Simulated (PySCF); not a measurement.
Gas-phase XPS of ZnMe(SeMe), computed

ZnMe(SeMe), C₂H₆SeZn (singlet state).
Geometry (PBE0-D3(BJ)/def2-SVP, Å), atoms numbered from 1 in this order:
```
atom  x, y, z in Å
Zn1    0.3354   -0.8470    0.3493
C2     0.3573   -0.8992    2.2919
H3    -0.6606   -0.8101    2.7031
H4     0.9648   -0.0781    2.7040
H5     0.7853   -1.8485    2.6516
Se6    0.3164   -0.7842   -1.9511
C7    -0.3936    1.0411   -2.1379
H8    -1.3952    1.1301   -1.6979
H9    -0.4667    1.2361   -3.2159
H10    0.2814    1.7831   -1.6927
```

Computed with delta-SCF UKS SCAN, pcX-2 on the ionised atom (unc-x2c-TZVPall on a metal), pcseg-1 elsewhere, spin-free X2C (PySCF 2.14.0). Each binding energy is the total energy of the core-ionised species, with the hole localised on one atom, minus that of the ground state; both are solved self-consistently, so orbital relaxation is included.

Task: What binding energy does each computed site have?

Result: 
```tsv
atom(s)	bonded to	level	binding energy (eV)	above the level's lowest (eV)	count
C2	3 H and Zn	C 1s	289.76	0.00	1
C7	Se and 3 H	C 1s	290.85	+1.09	1
```

The listed C 1s values span 1.09 eV, from C2 (bonded to 3 H and Zn) to C7 (bonded to Se and 3 H).

Task: Which photon wavelength matches the C 1s of C7 threshold?

Result: λ = hc/E = 12398.42 eV Å / 290.85 eV = 42.628 Å.

Not every level is listed. No level of selenium or zinc is listed. Geometry: PBE0-D3(BJ)/def2-SVP; no solvent, vibrations or thermal averaging. Metal 2p energies of this one-determinant scheme are less reliable than its 1s energies.

Hardware: Arm Neoverse V1, one thread, no GPU (shared host). Cost: 20 s of wall time, 0.55 GiB resident at most.
